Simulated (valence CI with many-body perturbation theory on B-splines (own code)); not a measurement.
# E1 line list for K⁶⁺

Calculated by valence CI with perturbative core correlation (CI+MBPT): three valence electrons over a frozen Dirac-Fock core [Ne], a basis of 11 s, 11 p, 10 d, 8 f, 5 g, 2 h functions for each j, with the one-electron correlation potential Σ1 (screened to all orders), the two-electron term Σ2, the three-electron term Σ3, Breit, model QED; selected single and double excitations, second order for the rest, scaled by the run's own slope (own B-spline code, finite nucleus).

Against 69 measured levels this calculation errs by 138 cm⁻¹ on average and by 367 at most. These come from a selection out of Sansonetti, J. Phys. Chem. Ref. Data 37, 7 (2008). Levels without a partner in it may be off by more.

Lines 151 to 200 of 572 in falling wavelength, among levels below 762870 cm⁻¹, chosen from the strongest by gf and those to the six lowest levels. Wavelengths and rates use the calculated energies, so an error of 100 cm⁻¹ moves a line at 672.3 Å by 0.067 % and its rate by three times that or more. Electric multipoles are in the length gauge, E1 and E2 with the static RPA response of the core. Weak lines are less certain than strong ones. Lines between different terms over intervals too small for the method are left out, as are lines whose strength nearly cancels. Where a level lies close to another of its J and parity, the split of strength between their lines is uncertain. The highest levels of a list are the least certain.

Names give the largest LS component (configuration and term), which can be under half, so a name can repeat, a term be missing and a line seem to break the LS rules; names also repeat where a configuration has a term twice. Letters in brackets count levels of one name in rising energy.

| λ vac (Å) | λ from measured levels | Upper | Lower | A (s⁻¹) | S (a.u.) with core polarisation | S without |
| --- | --- | --- | --- | --- | --- | --- |
| 674.1 |  | 3p.3d2 4P°_5/2 | 3s.3d2 4P_5/2 | 1.58e+09 | 1.43e+00 | 1.50e+00 |
| 673.8 |  | 3p.3d2 4P°_5/2 | 3s.3d2 4P_3/2 | 7.99e+08 | 7.24e-01 | 7.57e-01 |
| 672.3 | 672.3 | 3s.3p2 2D_3/2 | 3s2.3p 2P°_3/2 | 7.10e+07 | 4.26e-02 | 4.47e-02 |
| 671.9 | 671.6 | 3p2.3d 2F_5/2 [b] | 3s.3p.3d 2F°_5/2 [b] | 1.00e+09 | 9.02e-01 | 9.46e-01 |
| 671.6 | 671.5 | 3s.3p2 2D_5/2 | 3s2.3p 2P°_3/2 | 6.03e+08 | 5.40e-01 | 5.68e-01 |
| 666.1 | 665.8 | 3p2.3d 2F_7/2 [b] | 3s.3p.3d 2F°_7/2 [b] | 1.12e+09 | 1.31e+00 | 1.37e+00 |
| 658.5 | 658.4 | 3s.3p2 2D_3/2 | 3s2.3p 2P°_1/2 | 5.75e+08 | 3.24e-01 | 3.40e-01 |
| 640.7 |  | 3p.3d2 4D°_7/2 | 3s.3d2 4F_9/2 | 8.65e+08 | 8.98e-01 | 9.39e-01 |
| 639.5 |  | 3s2.5s 2S_1/2 | 3s2.4p 2P°_3/2 | 6.59e+09 | 1.70e+00 | 1.70e+00 |
| 635.3 |  | 3s2.5s 2S_1/2 | 3s2.4p 2P°_1/2 | 3.24e+09 | 8.21e-01 | 8.22e-01 |
| 634.9 | 635.1 | 3p2.3d 4D_5/2 | 3s.3p.3d 4P°_3/2 | 1.48e+09 | 1.12e+00 | 1.17e+00 |
| 632.5 | 632.6 | 3p2.3d 2D_5/2 [c] | 3s.3p.3d 2D°_5/2 [b] | 1.88e+09 | 1.41e+00 | 1.47e+00 |
| 628.9 | 629.1 | 3p2.3d 4D_7/2 | 3s.3p.3d 4P°_5/2 | 2.17e+09 | 2.14e+00 | 2.24e+00 |
| 627.4 |  | 3s2.5f 2F°_5/2 | 3p2.3d 2D_3/2 [b] | 9.01e+08 | 6.59e-01 | 6.64e-01 |
| 626.5 | 626.5 | 3p2.3d 2D_3/2 [c] | 3s.3p.3d 2D°_3/2 [b] | 2.06e+09 | 9.99e-01 | 1.04e+00 |
| 622.6 |  | 3p.3d2 2F°_5/2 | 3s2.4d 2D_3/2 | 1.35e+09 | 9.64e-01 | 9.64e-01 |
| 621.1 |  | 3s2.5f 2F°_7/2 | 3s2.4d 2D_5/2 | 4.07e+09 | 3.85e+00 | 3.86e+00 |
| 618.7 |  | 3p.3d2 4F°_3/2 | 3s.3d2 4F_3/2 | 2.53e+09 | 1.18e+00 | 1.24e+00 |
| 618.1 |  | 3p.3d2 4F°_5/2 | 3s.3d2 4F_5/2 | 2.15e+09 | 1.50e+00 | 1.57e+00 |
| 617.8 |  | 3s2.5f 2F°_5/2 | 3s2.4d 2D_3/2 | 2.01e+09 | 1.41e+00 | 1.41e+00 |
| 617.1 |  | 3p.3d2 4F°_7/2 | 3s.3d2 4F_7/2 | 2.38e+09 | 2.21e+00 | 2.31e+00 |
| 615.9 |  | 3p.3d2 4F°_9/2 | 3s.3d2 4F_9/2 | 2.84e+09 | 3.27e+00 | 3.42e+00 |
| 615.0 |  | 3p.3d2 2F°_7/2 | 3s2.4d 2D_5/2 | 6.10e+08 | 5.60e-01 | 5.59e-01 |
| 614.1 | 614.4 | 3p2.3d 2D_5/2 [c] | 3s.3p.3d 2P°_3/2 [b] | 8.82e+08 | 6.05e-01 | 6.30e-01 |
| 600.3 |  | 3p.3d2 2D°_5/2 | 3p2.3d 2P_3/2 [b] | 1.28e+09 | 8.22e-01 | 8.57e-01 |
| 600.3 |  | 3p.3d2 2D°_3/2 | 3p2.3d 2P_1/2 [b] | 1.40e+09 | 5.97e-01 | 6.23e-01 |
| 596.8 |  | 3p.3d2 2G°_9/2 | 3p2.3d 2F_7/2 [b] | 2.46e+09 | 2.58e+00 | 2.69e+00 |
| 594.2 |  | 3p.3d2 2G°_7/2 | 3p2.3d 2F_5/2 [b] | 2.57e+09 | 2.13e+00 | 2.22e+00 |
| 590.6 | 590.3 | 3p2.3d 2D_5/2 [a] | 3s.3p.3d 2D°_5/2 [a] | 1.65e+09 | 1.00e+00 | 1.05e+00 |
| 589.2 | 588.8 | 3p2.3d 2D_3/2 [a] | 3s.3p.3d 2D°_3/2 [a] | 1.63e+09 | 6.60e-01 | 6.90e-01 |
| 575.9 | 576.2 | 3p2.3d 4F_7/2 | 3s.3p.3d 4F°_9/2 | 7.09e+08 | 5.35e-01 | 5.60e-01 |
| 574.9 | 575.2 | 3p2.3d 4F_5/2 | 3s.3p.3d 4F°_7/2 | 1.09e+09 | 6.12e-01 | 6.41e-01 |
| 572.2 | 572.5 | 3p2.3d 4F_9/2 | 3s.3p.3d 4F°_9/2 | 4.36e+09 | 4.03e+00 | 4.22e+00 |
| 572.0 |  | 3p2.3d 4F_3/2 | 3s.3p.3d 4F°_3/2 | 3.59e+09 | 1.33e+00 | 1.39e+00 |
| 571.9 | 572.2 | 3p2.3d 4F_7/2 | 3s.3p.3d 4F°_7/2 | 3.37e+09 | 2.49e+00 | 2.61e+00 |
| 571.9 | 572.1 | 3p2.3d 4F_5/2 | 3s.3p.3d 4F°_5/2 | 2.99e+09 | 1.66e+00 | 1.73e+00 |
| 570.4 |  | 3p2.4s 2P_1/2 | 3s.3p.4s 2P°_3/2 [a] | 3.58e+09 | 6.55e-01 | 6.80e-01 |
| 568.9 | 569.2 | 3p2.3d 4F_7/2 | 3s.3p.3d 4F°_5/2 | 6.90e+08 | 5.01e-01 | 5.25e-01 |
| 563.6 |  | 3p2.4s 2P_1/2 | 3s.3p.4s 2P°_1/2 [a] | 7.37e+09 | 1.30e+00 | 1.35e+00 |
| 562.7 |  | 3p2.4s 2P_3/2 | 3s.3p.4s 2P°_3/2 [a] | 9.15e+09 | 3.22e+00 | 3.34e+00 |
| 561.9 | 562.1 | 3p2.3d 2D_5/2 [c] | 3s.3p.3d 2F°_7/2 [b] | 3.61e+09 | 1.90e+00 | 1.98e+00 |
| 561.4 | 561.6 | 3p2.3d 2D_5/2 [b] | 3s.3p.3d 2F°_7/2 [a] | 4.43e+09 | 2.32e+00 | 2.42e+00 |
| 560.6 | 560.8 | 3p2.3d 2D_3/2 [c] | 3s.3p.3d 2F°_5/2 [b] | 3.84e+09 | 1.33e+00 | 1.39e+00 |
| 559.3 | 559.5 | 3p2.3d 2D_3/2 [b] | 3s.3p.3d 2F°_5/2 [a] | 3.66e+09 | 1.26e+00 | 1.32e+00 |
| 558.5 | 558.2 | 3p2.3d 2D_5/2 [c] | 3s.3p.3d 2P°_3/2 [a] | 5.32e+09 | 2.74e+00 | 2.86e+00 |
| 558.0 | 557.7 | 3p2.3d 2D_3/2 [c] | 3s.3p.3d 2P°_1/2 [a] | 4.18e+09 | 1.43e+00 | 1.49e+00 |
| 556.8 |  | 3p2.4s 4P_3/2 | 3s.3p.4s 4P°_5/2 | 3.94e+09 | 1.34e+00 | 1.40e+00 |
| 556.0 |  | 3p2.4s 2P_3/2 | 3s.3p.4s 2P°_1/2 [a] | 1.85e+09 | 6.29e-01 | 6.53e-01 |
| 554.6 |  | 3p2.4s 4P_1/2 | 3s.3p.4s 4P°_3/2 | 7.59e+09 | 1.28e+00 | 1.34e+00 |
| 552.6 | 553.0 | 3s.3p.3d 2F°_7/2 [b] | 3s2.3d 2D_5/2 | 7.80e+09 | 5.20e+00 | 5.42e+00 |
